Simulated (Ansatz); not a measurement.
Reaction (ligand exchange at a B–Br bond): `OB(O)Br` + `FC(F)(F)S` → `OB(O)SC(F)(F)F` + HBr

Computed with Ansatz on PBE0-D4/def2-TZVP structures; ΔE is electronic, products minus reactants. CCSD(T)/CBS adds triple-zeta CCSD(T) − MP2 to the extrapolated MP2 energy (def2 sets, frozen cores). DFT in def2-TZVPP. For Br outer-core shells are correlated without core-valence functions, which leaves a few kJ/mol of doubt a bond. Scalar relativity is left out up to krypton. Each species was taken in one conformer, which may not be the lowest.

`OB(O)Br`:

Cartesian coordinates in Å:
```
O 0.839 0.698 0.348
B -0.212 -0.042 -0.075
O -0.133 -1.383 -0.177
Br -1.888 0.801 -0.556
H 0.661 1.641 0.378
H 0.733 -1.715 0.081
```

`FC(F)(F)S`:

Z-matrix (Å, degrees):
```
C
F 1 1.333
F 1 1.333 2 106.9
F 1 1.331 2 108.2 3 -116.3
S 1 1.805 2 112.7 3 124.4
H 5 1.343 1 93.2 2 -60.6
```

`OB(O)SC(F)(F)F`:

Cartesian coordinates in Å:
```
O 0.366 2.230 -1.086
B 0.014 1.001 -0.643
O -0.751 0.184 -1.403
S 0.673 0.642 1.045
C 0.272 -1.105 1.213
F 0.581 -1.502 2.441
F -1.036 -1.368 1.019
F 0.937 -1.879 0.351
H -0.018 2.433 -1.944
H -1.038 -0.636 -0.995
```

HBr:

Z-matrix (Å, degrees):
```
Br
H 1 1.420
```

```tsv
level	ΔE (kJ/mol)
r2SCAN-D4	13.2
SCS-MP2/def2-QZVPP	19.7
```

Problem. What does CCSD(T)/CBS give? (An estimate is asked.)

Solution. Ansatz gave: +16.6 kJ/mol. The listed levels differ from it by -3.4, 3.1 kJ/mol.

Largest T1 diagnostic among the species: 0.013.

The D4 term adds −5.5 kJ/mol with B3LYP and −3.3 kJ/mol with PBE0; it sums over pairs of atoms, weighted by their polarisabilities, and B3LYP, whose exchange is more repulsive, gets the larger term. In def2-TZVPP, CCSD(T) changes the Hartree–Fock value by −11.2 kJ/mol (the triples alone add −2.3 kJ/mol) and MP2 by −8.8 kJ/mol.

B3LYP here is the variant with VWN-RPA as its local correlation; programs differ in this.
